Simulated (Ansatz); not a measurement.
These are frozen-core CCSD(T)/cc-pVTZ // PBE0-D4/def2-TZVP in Ansatz (a first-principles code) values and carry that method's errors.

Ansatz 0.2 input:
```yaml
crystal:
  periodic: [false, false, false]
  atoms:
    - { symbol: C, position_ang: [0.65878, 0.070029, 0.133069] }
    - { symbol: N, position_ang: [-0.675237, -0.073898, -0.213969] }
    - { symbol: H, position_ang: [1.100051, 1.0458, -0.017852] }
    - { symbol: H, position_ang: [1.286561, -0.80487, 0.032715] }
    - { symbol: H, position_ang: [-1.268535, 0.709553, 0.010384] }
    - { symbol: H, position_ang: [-1.101621, -0.946614, 0.055653] }
basis:
  gaussian: { orbitals: cc-pVTZ }
correlation:
  method: ccsd_t
magnetization:
  spin_polarized: true
  initial_magnetization: 1
```

Output:

```
Functional definition: HF
653 factors; integrals over basis functions are off by at most 1.3e-3 eV
mean field evaluation 1: about -2573.2617 eV, gradient 1.9e1 eV
mean field evaluation 2: about -2573.2638 eV, gradient 1.9e1 eV
mean field evaluation 4: about -2574.9621 eV, gradient 2.3e0 eV
mean field evaluation 8: about -2575.0234 eV, gradient 2.2e-1 eV
mean field evaluation 16: about -2575.0071 eV, gradient 7.7e-1 eV
mean field -2575.02478111 eV, -94.6304152915 hartree, gradient 6.6e-6 eV, S^2 0.762498; 0 other end points of the search recorded, 0 dependent functions left out
2 core orbitals not correlated
reference -2575.02478111 eV, -94.6304152915 hartree; 7, 6 occupied and 107, 108 virtual orbitals, 653 factors
second order -10.06474014 eV of doubles, -0.00000000 eV of singles
cycle   1  -10.41463592 eV  change   -3.5e-1 eV  update   6.1e-2
cycle   2  -10.67041351 eV  change   -2.6e-1 eV  update   2.0e-2
cycle   3  -10.71698166 eV  change   -4.7e-2 eV  update   1.2e-2
cycle   4  -10.71223285 eV  change    4.7e-3 eV  update   5.3e-3
cycle   5  -10.71382866 eV  change   -1.6e-3 eV  update   2.2e-3
cycle   6  -10.71346482 eV  change    3.6e-4 eV  update   6.3e-4
cycle   7  -10.71349337 eV  change   -2.9e-5 eV  update   2.0e-4
cycle   8  -10.71349666 eV  change   -3.3e-6 eV  update   7.4e-5
cycle   9  -10.71347675 eV  change    2.0e-5 eV  update   2.5e-5
cycle  10  -10.71347963 eV  change   -2.9e-6 eV  update   1.1e-5
perturbative correction -0.38176294 eV, -0.0140295294 hartree
Total energy: -2586.12002369 eV, -95.0381579354 hartree
```

Cost: about 24 core-seconds (a rough figure).
